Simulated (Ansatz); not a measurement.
Si(NCS)H3 (CH3NSSi). The state is a singlet with charge 0. Geometry PBE-D4/def2-SVP, basis def2-TZVP, Ansatz.

| run | HOMO (eV) | LUMO (eV) |
| --- | --- | --- |
| A | -7.54 | -0.74 |
| B | -7.72 | -0.63 |
| C | -7.29 | -0.93 |
| D | -6.24 | -1.47 |
| E | -6.56 | -1.82 |
| F | -9.71 | 1.40 |

B3LYP takes the VWN-RPA correlation.

Q: The runs used B3LYP, BLYP, LDA (SPW92), PBE0, r2SCAN0, ωB97X-V. Estimate which is which.

A: A PBE0 (25 % exact exchange); B r2SCAN0 (25 % exact exchange); C B3LYP (20 % exact exchange); D BLYP (0 % exact exchange); E LDA (SPW92) (0 % exact exchange); F ωB97X-V (range-separated). Exact exchange lowers occupied and raises empty levels; among semilocal functionals meta-GGAs tend to open the gap a little, and such runs are hard to tell apart. The gap grows from 4.74 eV (LDA (SPW92)) to 11.11 eV (ωB97X-V).
